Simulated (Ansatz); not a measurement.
Input for Ansatz (a quantum-chemistry and plane-wave program): R-CCSD(T)/def2-TZVPP on BiH3O (SMILES [OH][BiH2]), a point of a torsion scan. Elements past Kr take the def2 small-core potentials; no spin–orbit coupling. The run froze 10 orbitals, filled d shells among them.

Ansatz 0.2 input:
```yaml
crystal:
  periodic: [false, false, false]
  atoms:
    - {symbol: O, position_ang: [1.32942201, -0.47067451, -0.08336591]}
    - {symbol: Bi, position_ang: [-0.71313211, -0.06544426, 0.25665798]}
    - {symbol: H, position_ang: [1.85696291, 0.26246144, 0.22527667]}
    - {symbol: H, position_ang: [-0.67130185, -0.80350535, 1.87652271]}
    - {symbol: H, position_ang: [-0.39087606, 1.51131919, 1.02081066]}
basis:
  gaussian:
    orbitals: def2-TZVPP
magnetization: {spin_polarized: false}
correlation: {method: ccsd_t, electrons: outside_noble_gas}
scf: {lower_state_search: off}
```

It printed:

```
WARN ansatz: RAYON_NUM_THREADS=1 ignored (pool sized by the plan → 1); use --threads N
Functional definition: HF
these checks for a lower state are left out or cut short: stability, starts, cluster_reference, orbital_swaps, neighbouring_geometries, increment
integrals: 0.20 GiB planned
897 factors; integrals over basis functions are off by at most 7.2e-4 eV
mean field: 0.29 GiB planned
mean field evaluation 1: about -7892.9317 eV, gradient 4.0e1 eV
mean field evaluation 2: about -7892.9497 eV, gradient 4.0e1 eV
mean field evaluation 4: about -7895.9338 eV, gradient 2.4e0 eV
mean field evaluation 8: about -7895.9648 eV, gradient 2.4e-1 eV
mean field -7895.96520012 eV, -290.1713690270 hartree, gradient 2.9e-6 eV, S^2 0.000000; 0 other end points of the search recorded, 0 dependent functions left out
10 core orbitals not correlated
reference -7895.96520012 eV, -290.1713690270 hartree; 7, 7 occupied and 106, 106 virtual orbitals, 897 factors
second order -10.21405810 eV of doubles, -0.00000000 eV of singles
coupled cluster: 0.50 GiB planned
cycle   1  -10.32975016 eV  change   -1.2e-1 eV  update   8.8e-2
cycle   2  -10.63581516 eV  change   -3.1e-1 eV  update   3.1e-2
cycle   3  -10.73510153 eV  change   -9.9e-2 eV  update   1.7e-2
cycle   4  -10.72579330 eV  change    9.3e-3 eV  update   4.6e-3
cycle   5  -10.72553380 eV  change    2.6e-4 eV  update   2.2e-3
cycle   6  -10.72634346 eV  change   -8.1e-4 eV  update   7.3e-4
cycle   7  -10.72592415 eV  change    4.2e-4 eV  update   3.2e-4
cycle   8  -10.72589513 eV  change    2.9e-5 eV  update   1.0e-4
cycle   9  -10.72594818 eV  change   -5.3e-5 eV  update   3.7e-5
cycle  10  -10.72594601 eV  change    2.2e-6 eV  update   1.3e-5
perturbative correction -0.38320049 eV, -0.0140823584 hartree
Total energy: -7907.07434663 eV, -290.5796226311 hartree
Checks for a lower state left out: stability, starts, cluster_reference, orbital_swaps, neighbouring_geometries, increment
```

The run converged.

Cost: about 11 core-seconds (a rough figure).
